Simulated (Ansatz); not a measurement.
Ansatz (a quantum-chemistry and plane-wave program) input for Y(Cl)3 cation (Cl3Y), SMILES [Cl][Y]([Cl])[Cl] (connectivity only; charge and spin as stated), charge +1, multiplicity 2, PBE-D3(BJ)/def2-SVP. 

Ansatz 0.2 input:
```yaml
crystal:
  periodic: [false, false, false]
  atoms:
    - {symbol: Y, position_ang: [-0.00000000, -0.00000000, -0.63570975]}
    - {symbol: Cl, position_ang: [1.87729017, 1.08385398, 0.48613098]}
    - {symbol: Cl, position_ang: [-0.00000000, -2.16770796, 0.48613098]}
    - {symbol: Cl, position_ang: [-1.87729016, 1.08385398, 0.48613098]}
basis:
  gaussian:
    orbitals: def2-SVP
hamiltonian:
  xc: pbe
  dispersion: d3bj
total_charge: 1
magnetization: {spin_polarized: true, initial_magnetization: 1}
relax: {f_tol: 0.002, max_steps: 200}
```

Log of the run:

```
[...]
the calculation of the forces begins
reference -38580.73695376 eV, -1417.8159320878 hartree; 31, 30 occupied and 54, 55 virtual orbitals, 874 factors
relax step   4: F+E_penalty+E_count = -38580.86192974 eV  Δ(F+E_penalty+E_count) = -2.338e-4 eV  max|allowed force component| = 1.530e-3 eV/Å  Δτ_max = 0.0143 Å  (38 SCF iters, accepted)
these checks for a lower state are left out or cut short: starts, cluster_reference, orbital_swaps, neighbouring_geometries, increment
integrals: 0.04 GiB planned
874 factors; their error is unknown
mean field: 0.27 GiB planned
mean field -38580.73672049 eV, -1417.8159235155 hartree, gradient 1.1e-5 eV, S^2 0.752889; 0 other end points of the search recorded, 0 dependent functions left out
the calculation of the forces begins
reference -38580.73679228 eV, -1417.8159261535 hartree; 31, 30 occupied and 54, 55 virtual orbitals, 874 factors
relax step   5: F+E_penalty+E_count = -38580.86193884 eV  Δ(F+E_penalty+E_count) = -9.105e-6 eV  max|allowed force component| = 2.887e-4 eV/Å  Δτ_max = 0.0036 Å  (32 SCF iters, accepted)
these checks for a lower state are left out or cut short: starts, cluster_reference, orbital_swaps, neighbouring_geometries, increment
integrals: 0.04 GiB planned
874 factors; their error is unknown
mean field: 0.27 GiB planned
mean field evaluation 192: about -38580.7368 eV, gradient 4.1e-5 eV
mean field -38580.73675267 eV, -1417.8159246982 hartree, gradient 7.9e-6 eV, S^2 0.752889; 0 other end points of the search recorded, 0 dependent functions left out
the calculation of the forces begins
reference -38580.73682444 eV, -1417.8159273356 hartree; 31, 30 occupied and 54, 55 virtual orbitals, 874 factors
relax step   6: F+E_penalty+E_count = -38580.86197057 eV  Δ(F+E_penalty+E_count) = -3.173e-5 eV  max|allowed force component| = 8.836e-3 eV/Å  Δτ_max = 0.0235 Å  (47 SCF iters, accepted)
these checks for a lower state are left out or cut short: starts, cluster_reference, orbital_swaps, neighbouring_geometries, increment
integrals: 0.04 GiB planned
874 factors; their error is unknown
mean field: 0.27 GiB planned
mean field -38580.73673882 eV, -1417.8159241890 hartree, gradient 5.2e-6 eV, S^2 0.752889; 0 other end points of the search recorded, 0 dependent functions left out
the calculation of the forces begins
reference -38580.73681059 eV, -1417.8159268265 hartree; 31, 30 occupied and 54, 55 virtual orbitals, 874 factors
relax step   7: F+E_penalty+E_count = -38580.86199364 eV  Δ(F+E_penalty+E_count) = -2.308e-5 eV  max|allowed force component| = 2.398e-3 eV/Å  Δτ_max = 0.0041 Å  (42 SCF iters, accepted)
these checks for a lower state are left out or cut short: starts, cluster_reference, orbital_swaps, neighbouring_geometries, increment
integrals: 0.04 GiB planned
874 factors; their error is unknown
mean field: 0.27 GiB planned
mean field evaluation 224: about -38580.7367 eV, gradient 7.4e-6 eV
mean field -38580.73673759 eV, -1417.8159241440 hartree, gradient 7.2e-6 eV, S^2 0.752888; 0 other end points of the search recorded, 0 dependent functions left out
the calculation of the forces begins
reference -38580.73680934 eV, -1417.8159267806 hartree; 31, 30 occupied and 54, 55 virtual orbitals, 874 factors
relax step   8: F+E_penalty+E_count = -38580.86213144 eV  Δ(F+E_penalty+E_count) = -1.378e-4 eV  max|allowed force component| = 3.265e-2 eV/Å  Δτ_max = 0.0280 Å  (48 SCF iters, accepted)
these checks for a lower state are left out or cut short: starts, cluster_reference, orbital_swaps, neighbouring_geometries, increment
integrals: 0.04 GiB planned
874 factors; their error is unknown
mean field: 0.27 GiB planned
mean field -38580.73695243 eV, -1417.8159320392 hartree, gradient 9.8e-6 eV, S^2 0.752885; 0 other end points of the search recorded, 0 dependent functions left out
the calculation of the forces begins
reference -38580.73702412 eV, -1417.8159346735 hartree; 31, 30 occupied and 54, 55 virtual orbitals, 874 factors
relax step   9: F+E_penalty+E_count = -38580.86260274 eV  Δ(F+E_penalty+E_count) = -4.713e-4 eV  max|allowed force component| = 7.740e-2 eV/Å  Δτ_max = 0.0420 Å  (42 SCF iters, accepted)
these checks for a lower state are left out or cut short: starts, cluster_reference, orbital_swaps, neighbouring_geometries, increment
integrals: 0.04 GiB planned
874 factors; their error is unknown
mean field: 0.27 GiB planned
mean field -38580.74407054 eV, -1417.8161936248 hartree, gradient 8.2e-6 eV, S^2 0.752844; 0 other end points of the search recorded, 0 dependent functions left out
the calculation of the forces begins
reference -38580.74414155 eV, -1417.8161962344 hartree; 31, 30 occupied and 54, 55 virtual orbitals, 874 factors
relax step  10: F+E_penalty+E_count = -38580.87091121 eV  Δ(F+E_penalty+E_count) = -8.308e-3 eV  max|allowed force component| = 3.602e-1 eV/Å  Δτ_max = 0.1859 Å  (46 SCF iters, accepted)
these checks for a lower state are left out or cut short: starts, cluster_reference, orbital_swaps, neighbouring_geometries, increment
integrals: 0.04 GiB planned
874 factors; their error is unknown
mean field: 0.27 GiB planned
mean field evaluation 256: about -38580.7699 eV, gradient 6.8e-6 eV
mean field -38580.76989529 eV, -1417.8171426669 hartree, gradient 4.0e-6 eV, S^2 0.752764; 0 other end points of the search recorded, 0 dependent functions left out
the calculation of the forces begins
reference -38580.76996591 eV, -1417.8171452620 hartree; 31, 30 occupied and 54, 55 virtual orbitals, 874 factors
relax step  11: F+E_penalty+E_count = -38580.89912791 eV  Δ(F+E_penalty+E_count) = -2.822e-2 eV  max|allowed force component| = 4.935e-1 eV/Å  Δτ_max = 0.1121 Å  (44 SCF iters, accepted)
these checks for a lower state are left out or cut short: starts, cluster_reference, orbital_swaps, neighbouring_geometries, increment
integrals: 0.04 GiB planned
874 factors; their error is unknown
mean field: 0.27 GiB planned
mean field -38580.82481364 eV, -1417.8191608789 hartree, gradient 1.4e-5 eV, S^2 0.752574; 0 other end points of the search recorded, 0 dependent functions left out
the calculation of the forces begins
reference -38580.82488306 eV, -1417.8191634302 hartree; 31, 30 occupied and 54, 55 virtual orbitals, 874 factors
relax step  12: F+E_penalty+E_count = -38580.95493414 eV  Δ(F+E_penalty+E_count) = -5.581e-2 eV  max|allowed force component| = 8.379e-1 eV/Å  Δτ_max = 0.1976 Å  (46 SCF iters, accepted)
these checks for a lower state are left out or cut short: starts, cluster_reference, orbital_swaps, neighbouring_geometries, increment
integrals: 0.04 GiB planned
874 factors; their error is unknown
mean field: 0.27 GiB planned
mean field -38580.49983836 eV, -1417.8072182576 hartree, gradient 1.3e-5 eV, S^2 0.752152; 0 other end points of the search recorded, 0 dependent functions left out
the calculation of the forces begins
reference -38580.49990625 eV, -1417.8072207525 hartree; 31, 30 occupied and 54, 55 virtual orbitals, 874 factors
relax step  13: F+E_penalty+E_count = -38580.63099295 eV  Δ(F+E_penalty+E_count) = +3.239e-1 eV  max|allowed force component| = 2.199e0 eV/Å  Δτ_max = 0.1926 Å  (34 SCF iters, rejected (line search))
these checks for a lower state are left out or cut short: starts, cluster_reference, orbital_swaps, neighbouring_geometries, increment
integrals: 0.04 GiB planned
874 factors; their error is unknown
mean field: 0.27 GiB planned
mean field -38580.85347477 eV, -1417.8202141562 hartree, gradient 4.7e-5 eV, S^2 0.752628; 0 other end points of the search recorded, 0 dependent functions left out
the calculation of the forces begins
reference -38580.85354461 eV, -1417.8202167227 hartree; 31, 30 occupied and 54, 55 virtual orbitals, 874 factors
relax step  14: F+E_penalty+E_count = -38580.98461774 eV  Δ(F+E_penalty+E_count) = -2.968e-2 eV  max|allowed force component| = 1.155e-1 eV/Å  Δτ_max = 0.0492 Å  (34 SCF iters, accepted)
these checks for a lower state are left out or cut short: starts, cluster_reference, orbital_swaps, neighbouring_geometries, increment
integrals: 0.04 GiB planned
874 factors; their error is unknown
mean field: 0.27 GiB planned
mean field evaluation 288: about -38580.8543 eV, gradient 3.6e-2 eV
mean field -38580.85432977 eV, -1417.8202455767 hartree, gradient 1.8e-5 eV, S^2 0.752602; 0 other end points of the search recorded, 0 dependent functions left out
the calculation of the forces begins
reference -38580.85439953 eV, -1417.8202481403 hartree; 31, 30 occupied and 54, 55 virtual orbitals, 874 factors
relax step  15: F+E_penalty+E_count = -38580.98581244 eV  Δ(F+E_penalty+E_count) = -1.195e-3 eV  max|allowed force component| = 7.084e-2 eV/Å  Δτ_max = 0.0243 Å  (33 SCF iters, accepted)
these checks for a lower state are left out or cut short: starts, cluster_reference, orbital_swaps, neighbouring_geometries, increment
integrals: 0.04 GiB planned
874 factors; their error is unknown
mean field: 0.27 GiB planned
mean field -38580.85555265 eV, -1417.8202905169 hartree, gradient 2.1e-5 eV, S^2 0.752597; 0 other end points of the search recorded, 0 dependent functions left out
the calculation of the forces begins
reference -38580.85562219 eV, -1417.8202930725 hartree; 31, 30 occupied and 54, 55 virtual orbitals, 874 factors
relax step  16: F+E_penalty+E_count = -38580.98613594 eV  Δ(F+E_penalty+E_count) = -3.235e-4 eV  max|allowed force component| = 1.047e-2 eV/Å  Δτ_max = 0.0287 Å  (32 SCF iters, accepted)
these checks for a lower state are left out or cut short: starts, cluster_reference, orbital_swaps, neighbouring_geometries, increment
integrals: 0.04 GiB planned
874 factors; their error is unknown
mean field: 0.27 GiB planned
mean field -38580.85532297 eV, -1417.8202820763 hartree, gradient 1.7e-5 eV, S^2 0.752604; 0 other end points of the search recorded, 0 dependent functions left out
the calculation of the forces begins
reference -38580.85539265 eV, -1417.8202846368 hartree; 31, 30 occupied and 54, 55 virtual orbitals, 874 factors
relax step  17: F+E_penalty+E_count = -38580.98634692 eV  Δ(F+E_penalty+E_count) = -2.110e-4 eV  max|allowed force component| = 2.165e-3 eV/Å  Δτ_max = 0.0148 Å  (30 SCF iters, accepted)
these checks for a lower state are left out or cut short: starts, cluster_reference, orbital_swaps, neighbouring_geometries, increment
integrals: 0.04 GiB planned
874 factors; their error is unknown
mean field: 0.27 GiB planned
mean field -38580.85529058 eV, -1417.8202808860 hartree, gradient 4.0e-5 eV, S^2 0.752603; 0 other end points of the search recorded, 0 dependent functions left out
the calculation of the forces begins
reference -38580.85536027 eV, -1417.8202834468 hartree; 31, 30 occupied and 54, 55 virtual orbitals, 874 factors
relax step  18: F+E_penalty+E_count = -38580.98634780 eV  Δ(F+E_penalty+E_count) = -8.815e-7 eV  max|allowed force component| = 4.310e-4 eV/Å  Δτ_max = 0.0009 Å  (23 SCF iters, accepted)
integrals: 0.04 GiB planned
874 factors; their error is unknown
mean field: 0.27 GiB planned
mean field evaluation 320: about -38579.6769 eV, gradient 1.3e1 eV
mean field evaluation 352: about -38579.2568 eV, gradient 2.7e0 eV
mean field evaluation 384: about -38579.6304 eV, gradient 3.9e0 eV
mean field -38580.85529058 eV, -1417.8202808860 hartree, gradient 4.0e-5 eV, S^2 0.752603; 7 other end points of the search recorded, 0 dependent functions left out
the calculation of the forces begins
reference -38580.85536027 eV, -1417.8202834468 hartree; 31, 30 occupied and 54, 55 virtual orbitals, 874 factors
Total energy: -38580.98641748 eV, -1417.8250997105 hartree
Atom 0 at     0.280653     0.162035    -0.670485 Å, force    -0.000254    -0.000147    -0.000377 eV/Å
Atom 1 at     2.105963     1.215878     0.394662 Å, force     0.000431     0.000249     0.000242 eV/Å
Atom 2 at    -0.494246    -1.899768     0.549253 Å, force     0.000093    -0.000364     0.000068 eV/Å
Atom 3 at    -1.892370     0.521855     0.549253 Å, force    -0.000269     0.000262     0.000068 eV/Å
Dipole moment:    -0.053599    -0.030945    -1.223854 e Å
```

The run converged.
